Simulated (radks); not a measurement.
Values are calculated unless marked as measured or tabulated.
Q: All-electron atom: the gold ion Au68+ in [Ne] 3s1. Level of theory: Dirac Kohn-Sham, relativistic LDA (MacDonald-Vosko exchange, VWN5 correlation), spin-unpolarised, spherical densities, finite nucleus; Fermi nuclear charge, rms radius 5.4371 fm (a radial shooting solver on a logarithmic mesh with Libxc functionals). Some entries of the table are withheld. Estimate them.

orbital,occ.,eigenvalue (eV),<1/r> (bohr^-1),<r^2> (bohr^2)
1s1/2,2,-86284.67,(1),0.0003962
2s1/2,2,-20009.80,(2),0.005799
2p1/2,2,-19540.32,23.70,0.004081
2p3/2,4,-17666.61,19.39,0.005186
3s1/2,1,-8286.491,9.671,0.03217

A: 
(1) 1s1/2 <1/r> (bohr^-1): 95.27
(2) 2s1/2 <1/r> (bohr^-1): 23.80
